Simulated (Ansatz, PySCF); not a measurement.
Compounds of Si with 4 ligands, in which OH is traded for H. Quantity: H-Si bond dissociation enthalpy, 298 K, in kcal/mol. Each molecule is optimised on its own at B3LYP-D3(BJ)/def2-TZVP (Ansatz, a first-principles code), one conformer each, not searched for the lowest. Frequencies are from Ansatz or PySCF. Valence correlation only, unless marked. UHF or UKS for open shells. Spin-orbit coupling is left out. No relativistic terms. CBS(X,Y): correlation extrapolated as X^-3; Hartree-Fock from the larger set. [CCSD(T)-MP2]/basis is that difference in the basis named. Rows marked 298 K are enthalpies with B3LYP-D3(BJ) harmonic zero-point and thermal terms. The first level has limits of its own.

```json
[
 {"n(H)": "1", "species (SMILES)": "O[SiH](O)O, to O[Si](O)O + H atom", "RI-MP2/CBS(aug-cc-pV(T+d)Z,aug-cc-pV(Q+d)Z)+[CCSD(T)-MP2]/aug-cc-pV(T+d)Z (Ansatz)": "98.6", "PBE/def2-TZVPD (Ansatz)": "88.8", "B3LYP-D3(BJ)/def2-TZVPD (Ansatz + dftd3)": "94.8"},
 {"n(H)": "2", "species (SMILES)": "O[SiH2]O, to O[SiH]O + H atom", "RI-MP2/CBS(aug-cc-pV(T+d)Z,aug-cc-pV(Q+d)Z)+[CCSD(T)-MP2]/aug-cc-pV(T+d)Z (Ansatz)": "96.0", "PBE/def2-TZVPD (Ansatz)": "87.4", "B3LYP-D3(BJ)/def2-TZVPD (Ansatz + dftd3)": "92.7"},
 {"n(H)": "3", "species (SMILES)": "O[SiH3], to O[SiH2] + H atom", "RI-MP2/CBS(aug-cc-pV(T+d)Z,aug-cc-pV(Q+d)Z)+[CCSD(T)-MP2]/aug-cc-pV(T+d)Z (Ansatz)": "?", "PBE/def2-TZVPD (Ansatz)": "?", "B3LYP-D3(BJ)/def2-TZVPD (Ansatz + dftd3)": "?"},
 {"n(H)": "4", "species (SMILES)": "[SiH4] (SiH4), to [SiH3] (SiH3) + H atom", "RI-MP2/CBS(aug-cc-pV(T+d)Z,aug-cc-pV(Q+d)Z)+[CCSD(T)-MP2]/aug-cc-pV(T+d)Z (Ansatz)": "92.3", "PBE/def2-TZVPD (Ansatz)": "86.2", "B3LYP-D3(BJ)/def2-TZVPD (Ansatz + dftd3)": "90.8"}
]
```

Question: Fit a straight line through the known rows at each level by least squares, predict the withheld row (n(H) = 3), and compare with the run.

Answer: 
- The known rows have mean n(H) = 2.33333 and Σ(n(H) - mean)² = 4.6667.
- RI-MP2/CBS(aug-cc-pV(T+d)Z,aug-cc-pV(Q+d)Z)+[CCSD(T)-MP2]/aug-cc-pV(T+d)Z: mean 95.633, Σ(n(H) - mean)(y - mean) = -9.633, slope -2.064 kcal/mol a step; the line gives 95.633 + (-2.064)×(3 - 2.33333) = 94.3; the run gives 93.6, -0.7 from the line, whose largest residual on the known rows is 0.3.
- PBE/def2-TZVPD: mean 87.467, Σ(n(H) - mean)(y - mean) = -3.867, slope -0.829 kcal/mol a step; the line gives 87.467 + (-0.829)×(3 - 2.33333) = 86.9; the run gives 85.6, -1.3 from the line, whose largest residual on the known rows is 0.3.
- B3LYP-D3(BJ)/def2-TZVPD: mean 92.767, Σ(n(H) - mean)(y - mean) = -5.967, slope -1.279 kcal/mol a step; the line gives 92.767 + (-1.279)×(3 - 2.33333) = 91.9; the run gives 90.8, -1.1 from the line, whose largest residual on the known rows is 0.5.
- PBE minus the first level along the series: -9.8, -8.6, -8.0, -6.1 kcal/mol.
